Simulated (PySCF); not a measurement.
PySCF was given this input:
```python
from pyscf import gto, scf, dft

mol = gto.Mole()
mol.atom = '''
    Si    1.57259310   -0.32787865    0.43128443
    O     0.04546575   -0.19736209   -0.52085237
    Si   -1.59645535    0.44638018   -0.13762810
    H     2.51490900   -0.40711010   -0.67455778
    H     1.51112540    0.92190961    1.16707567
    H     1.34061387   -1.54617037    1.19083611
    H     0.08210873   -0.66697740   -1.36331658
    H    -2.19054693   -0.67297857    0.57578869
    H    -2.06000854    0.68633742   -1.49582128
    H    -1.22785623    1.60486461    0.65562572
'''
mol.basis = '6-31g'
mol.charge = 2
mol.spin = 1
mol.verbose = 5
mol.build()

mf = dft.UKS(mol)
mf.xc = 'pbe0'
mf.kernel()
```

Question: Give the nuclear repulsion energy at the level PBE0/6-31G run with PySCF.

Answer: 163.6794 Eh

Question: What is the computed Mulliken (on the basis functions themselves) charges in atom order (PBE0/6-31G)?

Answer: Si1 0.88, O2 -0.79, Si3 0.88, H4 0.07, H5 0.05, H6 0.12, H7 0.54, H8 0.12, H9 0.07, H10 0.06

Question: Estimate the total energy that PBE0/6-31G returns for this input.

Answer: -657.0934 Eh

These values belong to the state on which the SCF converged, which isn't shown to be the lowest.
